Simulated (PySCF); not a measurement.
Gas-phase reaction: AlI3 + Al2H6 → 3 AlI + 3 H2

Method: PySCF energies plus ideal-gas RRHO corrections (1 bar). † marks an energy on the PBE0/def2-TZVP geometry and frequencies. All species are closed-shell singlets. B3LYP is the form with VWN-RPA correlation. I: scalar-relativistic def2 core potential, no spin-orbit coupling. Al2H6: computed as isolated molecules; such fragments, hydroxides, amides, oligomers or adducts are transient or little studied in the gas. The harmonic model lacks anharmonicity and excited electronic states, which grow with temperature; levels with a mode under 35 cm⁻¹ are left out. Soft modes under 120 cm⁻¹ make the harmonic entropy rough for AlI3.

| level | ΔE electronic, kJ | ΔH°(298 K), kJ | ΔS°(298 K), J/K | ΔG°(600 K), kJ |
|---|---|---|---|---|
| B3LYP/def2-TZVP† | 290 | 274 | 485 | -20 |
| BLYP/def2-TZVP† | 242 | 225 | 485 | -69 |
| HF/def2-TZVP† | 326 | 309 | 485 | 15 |
| PBE/def2-TZVP† | 311 | 294 | 485 | 1 |
| PBE0/def2-SVP† | 375 | 358 | 485 | 64 |
| LDA/def2-TZVP† | 404 | 387 | 485 | 94 |
ΔH° is lowest at BLYP/def2-TZVP† and highest at LDA/def2-TZVP†. No reference value is set beside these.
